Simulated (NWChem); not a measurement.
System: CHCl, singlet; SMILES Cl[CH]

Results from NWChem. Low-valent species are run as closed-shell singlets; no triplet was tried in these runs. Structure relaxed at the B3LYP/6-31G* (spherical d) level. Core excitations by TDA in a window of 1s orbitals, non-relativistic and unshifted: absolute energies depend strongly on the exact-exchange share.

Question: Predict the results for Cl K edge, B3LYP/cc-pVTZ. Quantities: first 1s excitation (eV); dipole oscillator strength of the first; first state with f > 0.002 (eV); dipole oscillator strength of that state.

Answer: 
* **first 1s excitation (eV)**: 2759.3
* **dipole oscillator strength of the first**: 0.0021
* **first state with f > 0.002 (eV)**: 2759.3
* **dipole oscillator strength of that state**: 0.0021
